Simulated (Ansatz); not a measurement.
`[CH3][In]([Br])[Br]` + `FC(F)(F)[SiH3]` → `C[SiH2]C(F)(F)F` + `[Br][InH][Br]`  (formal exchange of groups at a C–In bond)

Program: Ansatz. Geometries: PBE0-D4/def2-TZVP. ΔE: electronic, gas phase. CCSD(T)/CBS is the MP2 limit (def2-TZVPP, def2-QZVPP) plus CCSD(T) − MP2 in def2-TZVPP, frozen cores. Functionals use def2-TZVPP. def2 core potentials past Kr. For Br, In outer-core shells are correlated without core-valence functions, which leaves a few kJ/mol of doubt a bond. Scalar relativity is left out up to krypton.

```
              species  PBE0 energy (Eh)
`[CH3][In]([Br])[Br]`       -5377.84883
     `FC(F)(F)[SiH3]`        -628.63133
    `C[SiH2]C(F)(F)F`        -667.92920
      `[Br][InH][Br]`       -5338.55703
```

(1) Work out ΔE.

Largest T1 diagnostic among the species: 0.013.

## Answers

(1) ΔE = (-667.92920) + (-5338.55703) − (-5377.84883) − (-628.63133) = -0.00607 Eh = -15.9 kJ/mol. CCSD(T)/CBS gives -9.7 kJ/mol.

Leaving LDA and LC-ωPBE aside and taking each functional with its dispersion term where it has one, the values, not all of them listed here, spread over 16.6 kJ/mol, from B97M-V to B2PLYP. LDA lies −7.3 kJ/mol from PBE without D4. In def2-TZVPP, CCSD(T) changes the Hartree–Fock value by +7.7 kJ/mol (the triples alone add +1.4 kJ/mol) and MP2 by +12.3 kJ/mol.
